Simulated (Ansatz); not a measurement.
`FC[CH](F)[SnH3]` + `OCF` → `FC[O][SnH3]` + `FCCF`  (ligand exchange at the Sn–C bond)

Program: Ansatz. Geometries: PBE0-D4/def2-TZVP. ΔE: electronic, gas phase. CCSD(T)/CBS adds triple-zeta CCSD(T) − MP2 to the extrapolated MP2 energy (def2 sets, frozen cores). DFT in def2-TZVPP. B3LYP here is the variant with VWN-RPA as its local correlation; programs differ in this. def2 core potentials past Kr. For Sn outer-core shells are correlated without core-valence functions, which leaves a few kJ/mol of doubt a bond. One conformer a species, not always the lowest.

```json
{"species": "`FC[CH](F)[SnH3]`", "B3LYP energy (Eh)": "-493.96087"}
{"species": "`OCF`", "B3LYP energy (Eh)": "-215.07059"}
{"species": "`FC[O][SnH3]`", "B3LYP energy (Eh)": "-430.63673"}
{"species": "`FCCF`", "B3LYP energy (Eh)": "-278.41836"}
```

(1) Work out ΔE.

Largest T1 diagnostic among the species: 0.013.

Results:

(1) ΔE = (-430.63673) + (-278.41836) − (-493.96087) − (-215.07059) = -0.02363 Eh = -62.0 kJ/mol. CCSD(T)/CBS gives -58.5 kJ/mol.

In def2-TZVPP, CCSD(T) changes the Hartree–Fock value by +21.1 kJ/mol (the triples alone add +1.9 kJ/mol) and MP2 by +20.7 kJ/mol.
